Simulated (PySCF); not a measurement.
Radial density of Cl⁺ (chlorine, charge +1)

UHF, [Ne] 3s2 3p4, high-spin 3P determinant. All numbers are calculated (PySCF 2.14, the spin-free X2C one-electron Hamiltonian (Gaussian nucleus), in jorge-DZP-DKH).

```
r (bohr)  4πr²ρ (e/bohr)  4πr²(ρα − ρβ)
 0.00129         0.07983         0.0000
 0.00217          0.2132         0.0000
 0.00365          0.5443         0.0000
 0.00614           1.360         0.0000
  0.0103           3.235         0.0001
  0.0174           7.046         0.0005
  0.0292           13.13         0.0024
  0.0491           18.88         0.0123
  0.0826           18.29         0.0551
   0.139           13.36         0.1749
   0.234           17.02         0.3001
   0.393           17.58         0.1210
   0.661           5.823         0.1123
    1.11           4.063         1.1848
    1.87           2.925         1.0195
    3.15          0.3529         0.1201
    5.29        0.006116         0.0022
```

Densities and radii are taken from the X2C orbitals without a picture-change correction, which distorts them close to the nucleus.
